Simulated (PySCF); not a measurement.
C₃H₃BrF₂, SMILES [C@H]1(Br)[C@@H]([C@@H]1F)F.

Geometry optimised at PBE0-D3(BJ)/def2-SVP. The structure was generated by enumeration; whether it is a known compound was not checked.

Two levels are set side by side: PBE/def2-TZVP (PySCF) and ωB97X/def2-TZVP (PySCF). Same geometry, gas phase. Differences are taken from unrounded values.

| quantity | ωB97X |
|---|---|
| orbital gap (eV) | 12.03 |
| highest occupied level (eV) | -10.38 |
| lowest empty level (eV) | 1.65 |
| dipole moment (D) | 1.28 |
| mean polarisability (bohr³) | 52.7 |

Task: What does PBE give, and how far is it from ωB97X? (The exact figures need the calculation; the answer reports its results.)

Result: 
| quantity | PBE | PBE minus ωB97X |
|---|---|---|
| orbital gap (eV) | 5.02 | -7.01 |
| highest occupied level (eV) | -6.66 | 3.72 |
| lowest empty level (eV) | -1.65 | -3.29 |
| dipole moment (D) | 1.08 | -0.20 |
| mean polarisability (bohr³) | 55.2 | 2.5 |

Without exact exchange PBE keeps part of each electron's self-repulsion, which lifts occupied levels and narrows the gap. PBE's more diffuse valence density responds more strongly to a field. Differences between two approximate levels are no errors against the true value.

Rough cost on one machine, each run with all the roots and properties that it gave: ωB97X against PBE within a factor of 2.
